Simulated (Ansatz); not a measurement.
Cost against result

Saddle point of SiNH4Cl3O, closed shell (SiHCl₃O ([OH][Si]([Cl])([Cl])[Cl]) + NH₃ → SiNH₂Cl₃ ([NH2][Si]([Cl])([Cl])[Cl]) + H₂O; bonds formed: O2–H6; dative contacts that become bonds: Si1–N7; bonds broken: Si1–O2, H6–N7), PBE0-D4/def2-TZVP structure:

```xyz
10
angstrom
Si -0.3677 0.4003 -0.4774
O -0.5916 -1.4200 0.0824
Cl 0.2111 -0.2877 -2.3465
Cl -2.3387 0.7688 -0.0592
Cl 0.2064 2.4169 -0.8233
H 0.3064 -1.0434 0.7680
N 0.7746 0.1614 0.9432
H -0.4238 -2.0873 -0.5888
H 0.4915 0.6746 1.7711
H 1.7319 0.4166 0.7307
```

Barriers are electronic and count from the start structure reached by relaxing down the imaginary mode.

Ansatz 0.2.0; basis: as named in each row; cores frozen in the correlated methods. B3LYP uses VWN-RPA correlation. Extrapolation: Hartree–Fock as exp(−7.88 √X), correlation as X^−2.97.

Times are rough, for one single point on 8 threads of a shared host (Arm Neoverse V2).

The estimate by CCSD(T) at an estimated basis limit (MP2 extrapolated from triple and quadruple zeta, plus CCSD(T) − MP2 in triple zeta) is 37.92 kcal/mol.

```tsv
method	basis	time (s)	barrier (kcal/mol)	method less estimate
HF	STO-3G	under 1	32.07	-5.84
PBE-D4	STO-3G	under 1	7.39	-30.52
SPW92	def2-SVP	under 1	25.13	-12.79
PBE-D4	def2-SVP	under 1	28.91	-9.01
B3LYP-D4	6-31G	under 1	30.30	-7.62
PBE0-D4	def2-SVP	under 1	32.28	-5.63
SPW92	def2-TZVPP	1	27.97	-9.95
PBE-D4	def2-TZVPP	1	31.43	-6.48
BLYP-D4	def2-TZVPP	1	33.68	-4.23
BHLYP-D4	def2-TZVPP	2	39.74	1.83
B3LYP-D4	def2-TZVPP	2	35.92	-2.00
CAM-B3LYP-D4	def2-TZVPP	2	36.33	-1.59
PBE0-D4	def2-TZVPP	3	34.56	-3.35
wB97M-V	def2-SVP	3	33.87	-4.05
r2SCAN-D4	def2-TZVPP	3	34.81	-3.11
RPA on PBE	def2-TZVPP	4	37.07	-0.85
r2SCAN0-D4	def2-TZVPP	4	36.67	-1.24
CCSD(T)	def2-SVP	4	37.17	-0.75
B2PLYP	def2-TZVPP	4	36.82	-1.09
PBE-QIDH	def2-TZVPP	4	36.90	-1.01
wB97X-V	def2-TZVPP	5	36.77	-1.15
B97M-V	def2-TZVPP	6	38.49	0.58
wB97M-V	def2-TZVPP	6	36.50	-1.41
MP2	def2-QZVPP	14	36.94	-0.97
CCSD(T)	def2-TZVPP	160	37.77	-0.14
```

All methods are single points on the PBE0-D4 structures.

The T1 diagnostic stays at or below 0.010.

Labels in which every atom is bracketed show which atoms are joined, not bond orders.
